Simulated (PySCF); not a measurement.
Correlation energy of Te (tellurium, neutral)

[Kr] 4d10 5s2 5p4, high-spin 3P determinant. Computed with PySCF 2.14 in x2c-TZVPPall (8s6p4d2f, 60 functions), with the spin-free X2C one-electron Hamiltonian (Gaussian nucleus). Frozen: [Kr] 4d10; 6 electrons correlated.

```tsv
level	correlation energy (mhartree)
CCSD	-97.27
(T)	-2.82
CCSD(T)	-100.09
CCSDT	-100.61
```

Diagnostics: T1 = 0.0081, D1 = 0.0250, largest double amplitude 0.055.

Cost of the coupled-cluster step: roughly 1.4 core-seconds, for 6 correlated electrons.

Iterations:

```
CC2 = 0
CCSD nocc = (np.int64(4), np.int64(2)), nmo = (37, 37)
frozen orbitals [[0, 1, 2, 3, 4, 5, 6, 7, 8, 9, 10, 11, 12, 13, 14, 15, 16, 17, 18, 19, 20, 21, 22], [0, 1, 2, 3, 4, 5, 6, 7, 8, 9, 10, 11, 12, 13, 14, 15, 16, 17, 18, 19, 20, 21, 22]]
max_cycle = 100
direct = 0
conv_tol = 1e-08
conv_tol_normt = 1e-06
diis_space = 8
diis_start_cycle = 0
Init t2, MP2 energy = -0.0805831168594893
Init E_corr(UCCSD) = -0.0805831168682169
cycle = 1  E_corr(UCCSD) = -0.0932412456970368  dE = -0.0126581288  norm(t1,t2) = 0.0431215
cycle = 2  E_corr(UCCSD) = -0.0960518374139901  dE = -0.00281059172  norm(t1,t2) = 0.0137859
cycle = 3  E_corr(UCCSD) = -0.0973027763095144  dE = -0.0012509389  norm(t1,t2) = 0.00535739
cycle = 4  E_corr(UCCSD) = -0.0972685931389591  dE = 3.41831706e-05  norm(t1,t2) = 0.000649218
cycle = 5  E_corr(UCCSD) = -0.097269896211014  dE = -1.30307205e-06  norm(t1,t2) = 9.23144e-05
cycle = 6  E_corr(UCCSD) = -0.0972695976526124  dE = 2.98558402e-07  norm(t1,t2) = 1.7244e-05
cycle = 7  E_corr(UCCSD) = -0.0972698436362952  dE = -2.45983683e-07  norm(t1,t2) = 3.56697e-06
cycle = 8  E_corr(UCCSD) = -0.097269780023931  dE = 6.36123642e-08  norm(t1,t2) = 9.74184e-07
cycle = 9  E_corr(UCCSD) = -0.0972697873799611  dE = -7.35603015e-09  norm(t1,t2) = 1.97083e-07
UCCSD converged
E(UCCSD) = -6790.951645042618  E_corr = -0.09726978737996114
UCCSD(T) correction = -0.00282068000316183
```
